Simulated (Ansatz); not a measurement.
Ansatz (an electronic-structure program) input (PBE/6-31G*):

Ansatz 0.2 input:
```yaml
crystal:
  periodic: [false, false, false]
  atoms:
    - {symbol: O, position_ang: [0.01915100, -0.02033200, -1.25607700]}
    - {symbol: N, position_ang: [-0.00000000, 0.00000000, -0.00000000]}
    - {symbol: O, position_ang: [1.04214300, 0.28880200, 0.63956300]}
    - {symbol: O, position_ang: [-1.06129300, -0.26847000, 0.61651400]}
basis:
  gaussian:
    orbitals: 6-31G*
hamiltonian:
  xc: {name: PBE}
total_charge: -1
relax: {f_tol: 0.003, max_steps: 120}
```

Output:

```
Functional definition: PBE
integrals: 0.01 GiB planned
581 factors; their error is unknown
mean field: 0.11 GiB planned
mean field evaluation 1: about -7614.9811 eV, gradient 6.1e1 eV
mean field evaluation 2: about -7591.4709 eV, gradient 1.4e2 eV
mean field evaluation 4: about -7621.2764 eV, gradient 1.9e0 eV
mean field evaluation 8: about -7621.2521 eV, gradient 9.7e-2 eV
mean field -7621.25210084 eV, -280.0758488357 hartree, gradient 3.2e-5 eV, S^2 0.000000; 0 other end points of the search recorded, 0 dependent functions left out
the calculation of the forces begins
reference -7621.25210842 eV, -280.0758491143 hartree; 16, 16 occupied and 44, 44 virtual orbitals, 581 factors
relax step   1: F+E_penalty+E_count = -7621.25210084 eV  Δ(F+E_penalty+E_count) = +0.000e0 eV  max|allowed force component| = 1.324e0 eV/Å  Δτ_max = 0.0000 Å  (26 SCF iters, accepted)
these checks for a lower state are left out or cut short: starts, cluster_reference, orbital_swaps, neighbouring_geometries, increment
integrals: 0.01 GiB planned
581 factors; their error is unknown
mean field: 0.11 GiB planned
mean field evaluation 16: about -7621.3088 eV, gradient 1.7e0 eV
mean field -7621.28575166 eV, -280.0770854806 hartree, gradient 2.4e-5 eV, S^2 0.000000; 0 other end points of the search recorded, 0 dependent functions left out
the calculation of the forces begins
reference -7621.28575932 eV, -280.0770857621 hartree; 16, 16 occupied and 44, 44 virtual orbitals, 581 factors
relax step   2: F+E_penalty+E_count = -7621.28575166 eV  Δ(F+E_penalty+E_count) = -3.365e-2 eV  max|allowed force component| = 4.218e-1 eV/Å  Δτ_max = 0.0130 Å  (28 SCF iters, accepted)
these checks for a lower state are left out or cut short: starts, cluster_reference, orbital_swaps, neighbouring_geometries, increment
integrals: 0.01 GiB planned
581 factors; their error is unknown
mean field: 0.11 GiB planned
mean field -7621.28982835 eV, -280.0772352960 hartree, gradient 2.6e-5 eV, S^2 0.000000; 0 other end points of the search recorded, 0 dependent functions left out
the calculation of the forces begins
reference -7621.28983604 eV, -280.0772355788 hartree; 16, 16 occupied and 44, 44 virtual orbitals, 581 factors
relax step   3: F+E_penalty+E_count = -7621.28982835 eV  Δ(F+E_penalty+E_count) = -4.077e-3 eV  max|allowed force component| = 2.023e-2 eV/Å  Δτ_max = 0.0062 Å  (28 SCF iters, accepted)
these checks for a lower state are left out or cut short: starts, cluster_reference, orbital_swaps, neighbouring_geometries, increment
integrals: 0.01 GiB planned
581 factors; their error is unknown
mean field: 0.11 GiB planned
mean field evaluation 32: about -7621.3206 eV, gradient 1.0e-1 eV
mean field -7621.28983802 eV, -280.0772356514 hartree, gradient 1.8e-5 eV, S^2 0.000000; 0 other end points of the search recorded, 0 dependent functions left out
the calculation of the forces begins
reference -7621.28984572 eV, -280.0772359342 hartree; 16, 16 occupied and 44, 44 virtual orbitals, 581 factors
relax step   4: F+E_penalty+E_count = -7621.28983802 eV  Δ(F+E_penalty+E_count) = -9.671e-6 eV  max|allowed force component| = 3.173e-4 eV/Å  Δτ_max = 0.0003 Å  (19 SCF iters, accepted)
integrals: 0.01 GiB planned
581 factors; their error is unknown
mean field: 0.11 GiB planned
mean field -7621.28983802 eV, -280.0772356514 hartree, gradient 1.8e-5 eV, S^2 0.000000; 1 other end points of the search recorded, 0 dependent functions left out
the calculation of the forces begins
reference -7621.28984572 eV, -280.0772359342 hartree; 16, 16 occupied and 44, 44 virtual orbitals, 581 factors
Total energy: -7621.28984572 eV, -280.0772359342 hartree
Atom 0 at     0.019448    -0.020647    -1.275547 Å, force    -0.000005     0.000005     0.000317 eV/Å
Atom 1 at    -0.000000    -0.000000     0.000002 Å, force     0.000001    -0.000001    -0.000040 eV/Å
Atom 2 at     1.058294     0.293278     0.649476 Å, force    -0.000232    -0.000064    -0.000141 eV/Å
Atom 3 at    -1.077741    -0.272631     0.626070 Å, force     0.000237     0.000060    -0.000136 eV/Å
Dipole moment:    -0.000000     0.000000     0.000006 e Å
```

The dipole moment of an ion depends on the origin.

The geometry given is a B3LYP-D3(BJ)/def2-TZVP minimum.
